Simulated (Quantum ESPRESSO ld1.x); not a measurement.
Er0.5+, configuration [Ar] 3d10 4s1.5 4p6 4d10 4f12 5s2 5p6 6s2 (fractional occupations, a model configuration).

All-electron calculation, Dirac Kohn-Sham, PW91, spin-unpolarised, spherical densities, point nucleus; open shells fill j = l - 1/2 first. Program: ld1.x of Quantum ESPRESSO 7.5.

Energy parts (eV):
| part | energy |
|---|---|
| total | -356287 |
| kinetic | 393289 |
| electron-nucleus | -881072 |
| Hartree | 139121 |
| exchange-correlation | -7625 |

Orbitals (lengths in bohr, moments of r in powers of bohr):
| orbital | occ. | eigenvalue (eV) | <r^2> | small-component weight |
|---|---|---|---|---|
| 1s1/2 | 2 | -57327.6 | 0.0005677 | 6.48e-02 |
| 2s1/2 | 2 | -9634.45 | 0.008772 | 1.45e-02 |
| 2p1/2 | 2 | -9177.16 | 0.006327 | 1.45e-02 |
| 2p3/2 | 4 | -8259.78 | 0.007546 | 1.33e-02 |
| 3s1/2 | 2 | -2165.84 | 0.05791 | 4.66e-03 |
| 3p1/2 | 2 | -1965.25 | 0.05359 | 4.60e-03 |
| 3p3/2 | 4 | -1772.52 | 0.06044 | 4.27e-03 |
| 3d3/2 | 4 | -1429.60 | 0.04760 | 4.15e-03 |
| 3d5/2 | 6 | -1387.46 | 0.04949 | 4.05e-03 |
| 4s1/2 | 1.5 | -433.945 | 0.2910 | 1.50e-03 |
| 4p1/2 | 2 | -353.738 | 0.3038 | 1.42e-03 |
| 4p3/2 | 4 | -310.230 | 0.3416 | 1.29e-03 |
| 4d3/2 | 4 | -178.216 | 0.3850 | 1.11e-03 |
| 4d5/2 | 6 | -170.288 | 0.3998 | 1.08e-03 |
| 5s1/2 | 2 | -57.9846 | 1.740 | 3.08e-04 |
| 5p1/2 | 2 | -36.0819 | 2.226 | 2.42e-04 |
| 5p3/2 | 4 | -30.5147 | 2.587 | 2.10e-04 |
| 4f5/2 | 6 | -11.4482 | 0.8164 | 6.63e-04 |
| 4f7/2 | 6 | -10.3119 | 0.8571 | 6.46e-04 |
| 6s1/2 | 2 | -7.0865 | 15.03 | 3.53e-05 |

The highest occupied level is 6s1/2 at -7.086 eV. Summed over all electrons, <r^2> = 65.74 bohr^2, which gives a Langevin (diamagnetic) susceptibility term of -52.1 x 10^-6 cm^3/mol. The density falls to 0.001 e/bohr^3 at r = 4.89 bohr.
